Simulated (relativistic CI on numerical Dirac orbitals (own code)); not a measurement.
## Electric-dipole transitions in Bi VI

These numbers are calculated, not measured: Dirac-Coulomb-Breit CI, separate exchange-only KLI orbitals for each configuration, a model potential for QED, valence Slater integrals scaled by 0.9, configuration energies shifted to the measured levels that pair with them (semi-empirical) (own radial code, finite nucleus).

Configuration list (outside the closed core [Xe] 4f14): 5d10, 5d9 6s, 5d9 6p, 5d9 7s, 5d9 8s, 5d9 5f, 5d9 5g, 5d8 6s2, 5d8 5f2, 5d9 6d, 5d8 6s 6p, 5d9 7p, 5d9 7d, 5d9 6f, 5d8 5g2, 5d9 7f, 5d8 6p2, 5d9 6g, 5d8 6s 6d, 5d8 5f 6s, 5d8 6p 6d, 5d8 5f 6p, 5d8 5g 6s, 5d8 5f 5g. Levels of other configurations are missing.

```tsv
λ vac (Å)	Lower	Upper	A (s⁻¹)	log gf	S velocity/length
327.87	5d10 1S_0 [1]	5d9 6p 3D°_1 [16]	2.86e+09	-0.86	0.91
352.45	5d10 1S_0 [1]	5d9 6p 1P°_1 [12]	1.89e+10	0.02	0.84
552.00	5d9 6p 3P°_2 [6]	5d9 7s 3D_3 [56]	2.43e+09	-0.11	0.95
666.55	5d9 6p 3F°_4 [10]	5d9 7s 3D_3 [56]	4.75e+09	0.35	0.87
667.30	5d9 6s 3D_2 [3]	5d9 6p 3F°_3 [15]	1.33e+08	-1.21	0.97
671.15	5d9 6p 3F°_3 [15]	5d9 7s 3D_2 [94]	5.22e+09	0.25	0.88
745.49	5d9 6s 3D_3 [2]	5d9 6p 3D°_3 [13]	2.42e+09	0.15	1.08
750.50	5d9 6s 3D_1 [4]	5d9 6p 3D°_2 [17]	1.71e+09	-0.14	1.03
762.34	5d9 6s 3D_3 [2]	5d9 6p 1D°_2 [11]	4.33e+08	-0.72	1.25
766.83	5d9 6s 3D_1 [4]	5d9 6p 3D°_1 [16]	3.24e+09	-0.07	1.10
769.51	5d9 6s 3D_2 [3]	5d9 6p 3D°_3 [13]	1.37e+09	-0.07	1.03
769.80	5d9 6s 1D_2 [5]	5d9 6p 3D°_2 [17]	2.01e+09	-0.05	1.10
771.48	5d9 6s 3D_2 [3]	5d9 6p 1P°_1 [12]	2.30e+09	-0.21	1.13
784.89	5d9 6s 3D_3 [2]	5d9 6p 3F°_4 [10]	3.64e+09	0.48	0.95
786.99	5d9 6s 1D_2 [5]	5d9 6p 3D°_1 [16]	4.43e+08	-0.91	1.17
787.48	5d9 6s 3D_2 [3]	5d9 6p 1D°_2 [11]	2.75e+09	0.11	1.10
793.47	5d9 6s 1D_2 [5]	5d9 6p 3F°_3 [15]	3.41e+09	0.35	1.00
808.98	5d9 6s 3D_1 [4]	5d9 6p 3P°_0 [14]	3.47e+09	-0.47	1.16
830.18	5d9 6s 3D_2 [3]	5d9 6p 3P°_1 [9]	1.20e+09	-0.43	1.15
856.75	5d9 6s 3D_2 [3]	5d9 6p 3F°_2 [8]	2.69e+08	-0.83	0.96
916.33	5d9 6s 3D_1 [4]	5d9 6p 1P°_1 [12]	2.23e+08	-1.07	1.06
938.99	5d9 6s 3D_1 [4]	5d9 6p 1D°_2 [11]	7.56e+07	-1.30	1.07
942.31	5d9 6s 1D_2 [5]	5d9 6p 3D°_3 [13]	4.48e+07	-1.38	0.89
945.26	5d9 6s 1D_2 [5]	5d9 6p 1P°_1 [12]	6.17e+08	-0.61	1.02
969.40	5d9 6s 1D_2 [5]	5d9 6p 1D°_2 [11]	1.21e+08	-1.07	0.98
1016.3	5d9 6s 3D_3 [2]	5d9 6p 3F°_3 [7]	6.04e+08	-0.18	0.94
1034.9	5d9 6s 1D_2 [5]	5d9 6p 3P°_1 [9]	9.14e+08	-0.36	1.09
1038.7	5d9 6s 3D_3 [2]	5d9 6p 3P°_2 [6]	1.41e+09	0.06	1.16
1039.2	5d9 6s 3D_1 [4]	5d9 6p 3F°_2 [8]	8.42e+08	-0.17	0.85
1061.5	5d9 6s 3D_2 [3]	5d9 6p 3F°_3 [7]	8.94e+08	0.02	0.86
1076.5	5d9 6s 1D_2 [5]	5d9 6p 3F°_2 [8]	4.91e+08	-0.37	0.96
1086.0	5d9 6s 3D_2 [3]	5d9 6p 3P°_2 [6]	1.16e+08	-0.99	0.82
```

Terms are leading LS components. Brackets give the number of a level in order of energy, since labels repeat. The list gives strong lines, with weight on those to low levels, without configurations that were not tied to measured data, among the lowest 400 of 3909 levels, so that lines to higher ones, which can be the strongest, are missing, and without 1 line that miss the measured interval by over 7 %, start from a term whose rates miss tabulated ones by over 60 %, have gauges far apart or, lacking measured levels, span too small a gap for the errors found; lines with a level outside our table were not tested and can miss by more. Levels whose partners in the same complex of configurations lie outside the list can be far off, and so can their lines. Rates are taken at the computed energies, electric ones in the length gauge. A velocity-to-length ratio far from 1 marks an uncertain rate.

Configurations whose levels could be paired with our table of measured levels were shifted onto them, all but the ground configuration, by the median error of their levels; single terms can still be off by 1,000 to 2,000 cm⁻¹ or more, and rates follow the energies as ν³ (E1, M1) or ν⁵ (E2). The others borrow a shift and can be off by several thousand cm⁻¹ or more. Levels and lines within the n = 5 or 6 shells can be off by up to 10 % or somewhat more, and those that change n by about 2 %, since core polarisation is missing. 16 of the 19 excited levels that our extract of the measured tables holds in this range could be paired (the sources list more); they are missed by 2096 cm⁻¹ on average and 24578 at most, after the shifts were fitted to these levels, and levels without a partner can miss by more. Levels that differ in their count of f electrons can be misplaced by several ten thousand cm⁻¹, since the correlation energy of f electrons is missing or only estimated; rates across such gaps can be off by orders of magnitude.

From the table, what is the radiative lifetime of 5d9 6p 1P°_1?

The listed rates from this level add up to about 2.21e+10 s⁻¹, 100 % of its decay; with all channels τ = 4.53e-11 s.

LS names give the leading component of a level, which can be under half, so a name can repeat, a term be missing and a line seem to break the LS rules.
